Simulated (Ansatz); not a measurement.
One change: `N[CH2][GeH2][OH]` becomes `O[SiH2][CH2][GeH2][OH]`.

Ansatz, PBE0-D4/def2-TZVP geometries, multiplicity 1. Each molecule was computed in one conformer, which needn't be the lowest.

Scalar relativity is left out up to krypton.

| property | `N[CH2][GeH2][OH]` |
| --- | --- |
| size of the dipole moment (PBE/def2-TZVPP) / D | 0.72 |
| size of the dipole moment (B3LYP/def2-TZVPP) / D | 0.72 |
| LUMO energy (PBE0/def2-TZVPP) / eV | 0.34 |
| HOMO–LUMO gap (PBE0/def2-TZVPP) / eV | 7.30 |
| HOMO–LUMO gap (ωB97M-V/def2-TZVPP) / eV | 11.29 |
| LUMO energy (PBE/def2-TZVPP) / eV | -0.53 |

Problem. Give the same properties after the change, and the shifts. (Best estimate.)

Solution. Computed: 
```json
{"property": "size of the dipole moment (PBE/def2-TZVPP) / D", "`O[SiH2][CH2][GeH2][OH]`": "3.03", "shift": "2.31"}
{"property": "size of the dipole moment (B3LYP/def2-TZVPP) / D", "`O[SiH2][CH2][GeH2][OH]`": "3.16", "shift": "2.44"}
{"property": "LUMO energy (PBE0/def2-TZVPP) / eV", "`O[SiH2][CH2][GeH2][OH]`": "-0.07", "shift": "-0.41"}
{"property": "HOMO–LUMO gap (PBE0/def2-TZVPP) / eV", "`O[SiH2][CH2][GeH2][OH]`": "8.16", "shift": "0.86"}
{"property": "HOMO–LUMO gap (ωB97M-V/def2-TZVPP) / eV", "`O[SiH2][CH2][GeH2][OH]`": "12.11", "shift": "0.82"}
{"property": "LUMO energy (PBE/def2-TZVPP) / eV", "`O[SiH2][CH2][GeH2][OH]`": "-0.94", "shift": "-0.41"}
```

With PBE0 the HOMO falls by 1.26 eV and the LUMO falls by 0.41 eV, so the gap widens by about 0.85 eV. PBE moves the HOMO by -1.23 eV and ωB97M-V by -1.19 eV. Dipoles are sizes alone; their direction can turn.

B3LYP here is the variant with VWN-RPA as its local correlation; programs differ in this.
